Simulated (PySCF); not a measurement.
**Name the molecule from its bond curve**

A diatomic of charge 0 contains Pb. Its doublet curve at UHF in a double-zeta basis (scalar-relativistic core potentials, PySCF), in eV from the separated fragments:

| R (Å) | E (eV) |
| --- | --- |
| 1.601 | -0.997 |
| 1.675 | -1.238 |
| 1.749 | -1.372 |
| 1.805 | -1.418 |
| 1.861 | -1.426 |
| 1.917 | -1.405 |
| 1.991 | -1.339 |
| 2.084 | -1.214 |
| 2.196 | -1.024 |
| 2.345 | -0.762 |

The fit gives ωe = 1658 cm⁻¹ and the rotational constant Bₑ = 4.925 cm⁻¹.

Which atom is the partner?

The minimum lies at 1.847 Å, so the reduced mass is 16.8576 u Å² cm⁻¹/(Bₑ·Re²) = 1.003 u. With Pb at 207.98 u the partner weighs about 1.0 u: H. The molecule is PbH.

These are scalar-relativistic numbers at best; spin–orbit coupling would shift them, the dissociation energy most. The state is the lowest determinant that a PBE0 search found; another state may lie lower at other levels.
